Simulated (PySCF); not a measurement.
**Computed structure and properties of Pt3**

System: Pt3 (triplet); start: template (D∞h). Method: PySCF 2.14.0, UKS TPSS, Pt def2-SVP with ECP60; non-relativistic Hamiltonian with scalar-relativistic core potentials where named; density fitting; no spin-orbit coupling.

Input of the relaxation:

```python
mol = gto.M(atom='''
Pt     0.00000     0.00000     2.55000
Pt     0.00000     0.00000     0.00000
Pt     0.00000     0.00000    -2.55000''',
    basis={'Pt': 'def2-SVP'},
    ecp={'Pt': 'def2-SVP'},
    charge=0, spin=2)
mf = dft.UKS(mol, xc='TPSS')
mf.grids.atom_grid = (50, 194)
mf = mf.density_fit()  # fitting sets: Pt def2-universal-JKFIT
mf.conv_tol = 1e-08; mf.max_cycle = 55
mf.kernel(dm0)  # dm0: converged density of the start geometry
# quasi-Newton relaxation in Cartesian coordinates to a largest gradient under 0.00045 Eh/bohr, steps kept in the point group
```

Run from Python with OMP_NUM_THREADS=2; the lines above give its settings. Where DIIS fails, smearing, a level shift and second-order steps follow.
It took 4.5 min on 2 threads of Arm Neoverse V1, with other jobs on the host, from the converged density of the start.

Course of the relaxation:

```json
{"step": "0", "energy above end (eV)": "0.3632", "largest force component within the symmetry (eV/Å)": "1.924"}
{"step": "1", "energy above end (eV)": "0.2666", "largest force component within the symmetry (eV/Å)": "1.647"}
{"step": "2", "energy above end (eV)": "-0.1368", "largest force component within the symmetry (eV/Å)": "0.096"}
{"step": "3", "energy above end (eV)": "0.0106", "largest force component within the symmetry (eV/Å)": "0.445"}
{"step": "4", "energy above end (eV)": "0.0064", "largest force component within the symmetry (eV/Å)": "0.343"}
{"step": "5", "energy above end (eV)": "0.0024", "largest force component within the symmetry (eV/Å)": "0.205"}
{"step": "6", "energy above end (eV)": "0.0000", "largest force component within the symmetry (eV/Å)": "0.021"}
{"step": "7", "energy above end (eV)": "0.0000", "largest force component within the symmetry (eV/Å)": "0.001"}
```

Relaxed geometry (D∞h):

```xyz
3

Pt    0.0000    0.0000    2.3842
Pt    0.0000    0.0000    0.0000
Pt    0.0000    0.0000   -2.3842
```

| contact | Å |
| --- | --- |
| Pt2–Pt1 | 2.384 |
| Pt3–Pt2 | 2.384 |
| Pt3–Pt1 | 4.768 |

On the finer grid (75, 302):

The HOMO is -5.50 eV. The LUMO is -5.39 eV. The dipole about the centre of mass is 0.00 D and the spin squared is 3.007. The set of Mulliken populations of Pt1 outside the core potential is s 2.90, p 6.02, d 8.91, f 0.01 and the D3(BJ) dispersion energy (not in the energies) is -0.147 eV.

```
atom  Mulliken (e)  Löwdin (e)  spin (e)
 Pt1          0.17        0.03      0.77
 Pt2         -0.33       -0.06      0.46
 Pt3          0.17        0.03      0.77
```

Another spin state tried lies lower. The state is spin-contaminated.

No frequency check is given for this geometry.

One start shape was tried, so this needn't be the lowest isomer.

Open shells may have lower solutions than the one found.
